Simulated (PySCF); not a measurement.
# Polarisability and C₆ of Cu (copper, neutral)

[Ar] 3d9 4s2, 2D determinant (an excited configuration). Calculation: PySCF 2.14, in aug-cc-pVDZ-DK; the spin-free X2C one-electron Hamiltonian (Gaussian nucleus). Coupled (time-dependent) response in atomic units; α is the mean over directions. A double-zeta set is small for polarisabilities.

```tsv
method	mean α (bohr³)	α xx, yy, zz	C₆ (like pair)	S(−4)
wB97X	42.70	43.05, 43.05, 42.00	319.8	944.1
```

S(−4) is the Cauchy moment in α(ω) = α(0) + S(−4) ω² + …

α(iu) at wB97X:

| u (hartree) | α(iu) (bohr³) |
| --- | --- |
| 0 | 42.70 |
| 0.0500 | 40.48 |
| 0.100 | 35.12 |
| 0.200 | 23.57 |
| 0.300 | 15.85 |
| 0.500 | 8.508 |
| 0.750 | 5.038 |
| 1.00 | 3.504 |
| 1.50 | 2.128 |
| 2.00 | 1.484 |
| 3.00 | 0.8666 |
| 5.00 | 0.4170 |

The components differ because the open shell of this determinant is not spherical; for a pure term their mean is the scalar polarisability.
